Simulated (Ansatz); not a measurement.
GeH6OSSi can be A, `O[SiH](S)[GeH3]`, or B, `O[SiH2][GeH2][SH]`.

Isolated molecules relaxed with PBE0-D4/def2-TZVP in Ansatz; ΔE leaves out vibrations. CBS: MP2 limit from def2 TZ/QZ plus the TZ coupled-cluster correction, frozen cores. DFT in def2-TZVPP. B3LYP here is the variant with VWN-RPA as its local correlation; programs differ in this. For Ge outer-core shells are correlated without core-valence functions, which leaves a few kJ/mol of doubt a bond. Scalar relativity is left out up to krypton. One conformer a species, not always the lowest.

A:

```xyz
10

O    -1.618   -0.577   -1.132
Si   -0.132   -0.835   -0.464
S    -0.323   -2.192    1.160
Ge    0.836    1.217    0.264
H    -1.723    0.197   -1.689
H     0.772   -1.552   -1.402
H    -0.961   -1.319    1.959
H     0.102    1.726    1.517
H     0.725    2.307   -0.821
H     2.322    1.028    0.608
```

B:

Z-matrix (Å, degrees):
```
Si
Ge 1 2.380
O 1 1.648 2 106.6
H 1 1.492 2 108.9 3 -120.5
H 1 1.492 2 110.7 3 121.7
S 2 2.233 1 109.9 3 69.4
H 2 1.536 1 113.0 3 -46.3
H 2 1.542 1 111.2 3 -169.1
H 3 0.958 1 118.2 2 -170.0
H 6 1.343 2 94.5 1 54.4
```

(1) Which is lower in electronic energy at CCSD(T)/CBS, and by how much? (Best estimate.)

(2) Give E(B) − E(A) in kcal/mol with PBE0-D4, PBE-D4, B3LYP-D4, MP2/def2-TZVPP, ωB97M-V, r2SCAN-D4, B2PLYP. (Best estimate.)

Largest T1 diagnostic: 0.012.

Results:

(1) The calculation gave: A, by 5.7 kcal/mol.

(2) Computed: PBE0-D4 6.0, PBE-D4 6.4, B3LYP-D4 5.2, MP2/def2-TZVPP 5.4, ωB97M-V 5.9, r2SCAN-D4 6.5, B2PLYP 5.0. None reverses the order clearly.

In def2-TZVPP, CCSD(T) changes the Hartree–Fock value by +2.2 kcal/mol (the triples alone add +0.4 kcal/mol) and MP2 by +2.4 kcal/mol.
